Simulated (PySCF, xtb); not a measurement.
VOF3, SMILES [F][V]([F])(=[O])[F], multiplicity 1.

GFN2-xTB (xtb) at its own geometry gives an orbital gap of 4.22 eV and a dipole moment of 2.59 D.

Geometry: B3LYP-D3(BJ)/def2-SVP. The spin state was assumed, not searched.

### Question
What does PySCF with PBE0/def2-TZVP give? (The exact figures need the calculation; the answer reports its results.)

### Answer
gap 7.35 eV (levels -11.44 and -4.09 eV), dipole 0.29 D.
